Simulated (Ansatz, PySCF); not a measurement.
System: LiI (charge 0, singlet). 
Structure (B3LYP-D3(BJ)/def2-TZVP (Ansatz, a quantum-chemistry and plane-wave program) minimum search):
```
Li
I 1 2.3925
```

Dipole moments at this geometry, in debye (magnitudes).

```csv
level,program,dipole (D)
HF/def2-TZVPD,PySCF,7.66
SVWN5/def2-TZVPD,Ansatz,7.08
BLYP/def2-TZVPD,PySCF,7.00
revPBE/def2-TZVPD,Ansatz,7.07
BP86/def2-TZVPD,PySCF,7.14
TPSS/def2-TZVPD,PySCF,7.17
r2SCAN/def2-TZVPD,Ansatz,7.33
BHLYP/def2-TZVPD,Ansatz,…
TPSSh/def2-TZVPD,PySCF,7.24
r2SCANh/def2-TZVPD,Ansatz,7.37
HSE06/def2-TZVPD,Ansatz,7.26
CAM-B3LYP/def2-TZVPD,Ansatz,7.32
wB97M-V/def2-TZVPD,Ansatz,7.36
CCSD(T)/def2-SVPD,Ansatz,…
```

Problem. Complete the blanks.

Solution. 
- BHLYP/def2-TZVPD, dipole (D): 7.39
- CCSD(T)/def2-SVPD, dipole (D): 7.50
